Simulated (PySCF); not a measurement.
Al(Cl)2(Me), SMILES [CH3][Al]([Cl])[Cl], CAM-B3LYP/def2-SVP optimised geometry.

```
7

Al    -0.03    -0.27     0.00
Cl    -0.96    -2.14     0.02
Cl     2.07    -0.27     0.00
C     -1.04     1.38     0.00
H     -0.56     2.14    -0.63
H     -1.09     1.78     1.02
H     -2.07     1.22    -0.35
```

Density from PySCF with CAM-B3LYP/def2-TZVP at that geometry.

Minimum of the electron density along straight lines between bonded atoms, close to the bond critical point (lines longer than 1.1 times the sum of covalent radii, or with two minima, are not listed):

| bond | length / Å | ρ at the minimum / e bohr⁻³ | ∇²ρ there / e bohr⁻⁵ | position (fraction from the first atom) |
|---|---|---|---|---|
| Al1–Cl2 | 2.094 | 0.076 | 0.30 | 0.38 |
| Al1–Cl3 | 2.095 | 0.076 | 0.30 | 0.38 |
| Al1–C4 | 1.928 | … | 0.26 | 0.41 |
| C4–H5 | 1.101 | 0.266 | -0.87 | 0.64 |
| C4–H6 | 1.103 | 0.264 | -0.85 | 0.64 |
| C4–H7 | 1.100 | 0.267 | -0.88 | 0.64 |

Complete the blanks.


- Al1–C4, ρ at the minimum / e bohr⁻³: 0.093
